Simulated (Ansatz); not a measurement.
CH5FN2OSi, SMILES `C=N[Si](N)(O)F`. The species carries charge 0 and has multiplicity 1. The structure was optimised at the PBE0-D4/def2-TZVP level. It is one conformer, not always the lowest.

```xyz
11

C    -1.602   -0.659   -1.330
N    -0.387   -0.614   -1.008
Si    0.255   -0.029    0.477
N     1.356    1.247    0.299
O     0.931   -1.338    1.165
F    -0.901    0.571    1.407
H    -1.898   -1.032   -2.318
H    -2.426   -0.340   -0.675
H     2.136    1.172   -0.331
H     1.041    2.198    0.393
H     1.497   -1.178    1.921
```

Question: What is the dipole moment at B3LYP/def2-TZVPP? (An estimate is asked.)

Answer: The calculation gave: 1.58 D, with components (0.49, 1.46, -0.35) D in this frame, pointing from negative to positive charge.

Question: And with PBE, r2SCAN, ωB97M-V? (Estimate.)

Answer: Computed: PBE 1.60 D, r2SCAN 1.60 D, ωB97M-V 1.55 D.

Question: Give the Mulliken charges with B3LYP, PBE, r2SCAN in def2-TZVPP. (Best estimate.)

Answer: Ansatz gave: 
```json
{"atom": "C1", "B3LYP": "-0.08", "PBE": "-0.07", "r2SCAN": "0.03"}
{"atom": "N2", "B3LYP": "-0.26", "PBE": "-0.21", "r2SCAN": "-0.32"}
{"atom": "Si3", "B3LYP": "0.77", "PBE": "0.61", "r2SCAN": "0.79"}
{"atom": "N4", "B3LYP": "-0.40", "PBE": "-0.38", "r2SCAN": "-0.44"}
{"atom": "O5", "B3LYP": "-0.38", "PBE": "-0.34", "r2SCAN": "-0.40"}
{"atom": "F6", "B3LYP": "-0.34", "PBE": "-0.29", "r2SCAN": "-0.33"}
{"atom": "H7", "B3LYP": "0.10", "PBE": "0.09", "r2SCAN": "0.06"}
{"atom": "H8", "B3LYP": "0.10", "PBE": "0.08", "r2SCAN": "0.06"}
{"atom": "H9", "B3LYP": "0.15", "PBE": "0.16", "r2SCAN": "0.16"}
{"atom": "H10", "B3LYP": "0.15", "PBE": "0.16", "r2SCAN": "0.17"}
{"atom": "H11", "B3LYP": "0.19", "PBE": "0.19", "r2SCAN": "0.21"}
```

B3LYP here is the variant with VWN-RPA as its local correlation; programs differ in this.
